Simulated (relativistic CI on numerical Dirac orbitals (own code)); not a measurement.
**La+: what numerical and physical settings do to a radial Dirac CI calculation**

Reference input:

```
atom La  Z=57  charge=1  electrons=56
nucleus A=139  rms_radius_fm=4.8550
hamiltonian dirac-coulomb  breit=on  qed=on  c_scale=1
orbitals kli  potential=per-configuration
slater_scale 1
correlation none
mixing on
grid step=0.0125 r_max=129.7
scf mixing=0.4 start=green max_iterations=150 tolerance=2e-08 node_fill=0.05
configurations
  [Xe] 5d2
  [Xe] 6s2
end
```

Computed lowest total energy -8481.86766 Ha, first excitation 606.5 cm⁻¹, 22 SCF steps. Runs with settings changed; * marks those that are bad on purpose (the QED terms keep the true α when c is scaled):

```
                                                                 Changed    Outcome  Lowest level    ΔE (Ha)  First excitation (cm⁻¹)  SCF steps                                      Message
                                iteration limit 30, start potential bare  converged       5d² ³F2  -1.35e-09                    606.5         34                                             
                                                        Slater scale 0.5  converged       5d² ³F2    0.00979                    625.5         22                                             
speed of light × 2, node fill of the KLI weights 0.2, iteration limit 20  converged       5d² ³F2        202                    178.8         22                                             
                   iteration limit 20, Slater scale 0.6, grid step 0.006  converged       5d² ³F2    0.00771                    617.8         22                                             
                                               nuclear radius 48.55 fm *  converged       5d² ³F2       21.8                    609.7         22                                             
                                                  speed of light × 0.4 *  converged       6s² ¹S0      -3980                 184193.0         26  orbitals of one symmetry overlap by 6.9e-03
```

With so few configurations and no correlation, terms lie too far apart (by 10 to 50 % near neutrality), their order can be wrong, and levels of other configurations are missing.
